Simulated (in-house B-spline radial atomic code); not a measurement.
BLYP excitations of F VI (F5+)

Method: BLYP. Computed with a B-spline radial code for spherical atoms: linear response of the closed shell [He] 2s2 with the functional's adiabatic kernel; scalar-relativistic (spin-free one-electron X2C), finite nucleus, no spin-orbit coupling, no double excitations, S, P, D and F terms only.

Command:
```bash
python run_td.py task.json out
```
Settings (radii: box in bohr, nucleus in fm):
```
Z                        9
electrons                4
configuration            [He] 2s2
hamiltonian              x2c
method                   b88,lyp
box_radius               16.35
rms_radius               2.8976
intervals                72
```

Time taken, with all properties: 0.3 s on 1 thread of Arm Neoverse N1, on a shared host.

The lowest states, in the order of their Tamm-Dancoff energies; the method's threshold (minus the highest occupied level) is 144.15 eV. Labels give the largest channel, * marks a mixed state, and oscillator strengths are full-response dipole values. Semilocal kernels can invert the small singlet-triplet splittings of Rydberg terms. Energies in eV:

| state | full response | Tamm-Dancoff | oscillator strength |
| --- | --- | --- | --- |
| 2s → 2p 3P | 8.313 | 10.070 | - |
| 2s → 2p 1P | ? | ? | ? |
| 2s → 3s 3S | 88.78 | 88.79 | - |
| 2s → 3s 1S | 91.74 | 91.78 | - |
| 2s → 3p 3P | 93.09 | 93.11 | - |
| 2s → 3p 1P | 94.48 | 94.49 | 0.443 |
| 2s → 3d 3D | ? | ? | - |
| 2s → 3d 1D | 98.19 | 98.19 | - |
| 2s → 4s 3S | 116.61 | 116.61 | - |
| 2s → 4s 1S | 117.44 | 117.45 | - |
| 2s → 4p 3P | 118.29 | 118.29 | - |
| 2s → 4p 1P | 118.66 | 118.67 | 0.12 |
| 2s → 4d 3D | 119.44 | 119.46 | - |
| 2s → 4d 1D | 120.10 | 120.10 | - |
| 2s → 4f 3F | 120.48 | 120.49 | - |
| 2s → 4f 1F | 120.77 | 120.77 | - |

Task: Where does 2s → 2p 1P lie?

Result: At 21.286 eV in full response, 22.339 eV in Tamm-Dancoff, oscillator strength 0.421.

Task: Where does 2s → 3d 3D lie?

Result: At 95.63 eV in full response, 95.70 eV in Tamm-Dancoff.

Task: How large is the singlet-triplet splitting of 2s → 2p (P terms) in Tamm-Dancoff?

Result: 12.3 eV, from the unrounded values.

Task: What polarisabilities and dispersion coefficient does the method give?

Result: Dipole 0.7495 bohr³, quadrupole 0.2105 bohr⁵, C6 0.3743 hartree·bohr⁶ for two such species.
